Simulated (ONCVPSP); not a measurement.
**Cutoff test, rubidium (Rb), ONCV**

Rb (Z = 37), optimised norm-conserving Vanderbilt (ONCV), made with ONCVPSP 4.0.1 (BLYP, fully relativistic). Core [Ar] 3d10, reference 4s2 4p6 5s0.75 5p0.25. Waves: 4s+5s: rc 2.50 bohr, ncon 3, nbas 7, qcut 6.3 1/bohr, 2 projectors; 4p+5p: rc 2.40 bohr, ncon 4, nbas 7, qcut 6.3 1/bohr, 3 projectors, debl 1.7 Ha; d scattering state at 0.05 Ha: rc 2.70 bohr, ncon 4, nbas 8, qcut 4.1 1/bohr, 2 projectors, debl 1.3 Ha. Local part: polynomial inside 1.65 bohr (lpopt 5, dvloc0 4 Ha). Core correction: Teter function fitted to the true core (icmod 2), fcfact 0.2.

Open shells are filled in proportion to 2j + 1.

Question: For each optimised wave give the share of its norm inside rc, the residual kinetic energy above qcut (Ha) and the cutoffs (Ha) for errors of 10, 1, 0.1 and 0.01 mHa per electron.

Answer:

```
               wave  norm inside rc  residual KE  10 mHa  1 mHa  0.1 mHa  0.01 mHa
                 4s           0.960      4.9e-09     6.9   10.3     12.9      15.1
                 5s           0.050      1.4e-09     1.8    7.8     11.0      13.6
           4p j=3/2           0.846      2.2e-08     4.9    6.5      8.0      12.7
           5p j=3/2           0.017      6.0e-08     2.3    4.4      6.1       7.8
p projector 3 j=3/2           0.212      7.1e-07     5.3    7.6     15.3      17.8
           4p j=1/2           0.861      2.0e-08     5.2    7.0      8.5       9.9
           5p j=1/2           0.017      4.3e-08     2.4    4.6      6.4       8.0
p projector 3 j=1/2           0.219      7.2e-07     5.5    7.6     15.2      17.7
d projector 1 j=5/2           0.334      6.3e-05     4.4    6.4      8.0      24.9
d projector 2 j=5/2           0.180      1.5e-03     6.7    9.0     21.9      38.8
d projector 1 j=3/2           0.339      6.8e-05     4.5    6.4      8.2      25.4
d projector 2 j=3/2           0.181      1.6e-03     6.7    9.0     22.3      38.9
```

The occupied waves need 10 Ha and 13 Ha for 1 and 0.1 mHa.
